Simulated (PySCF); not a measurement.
These are TPSSh-D3(BJ)/def2-TZVP // CAM-B3LYP-D3(BJ)/def2-TZVP (PySCF 2.14.0) values and carry that method's errors. Gas-phase values, no solvent. 

Reference species (SMILES): `C1C=CC=1` (neutral, multiplicity 1).

| Item | Value |
|---|---|
| HOMO | -4.94 eV |
| S1 oscillator strength | 0.000 |

Changed species: `C#CC=C`.

### Question
What does the change do to the HOMO and S1 oscillator strength?

### Answer
the HOMO drops by 1.64 eV, to -6.58 eV; the S1 oscillator strength hardly moves.
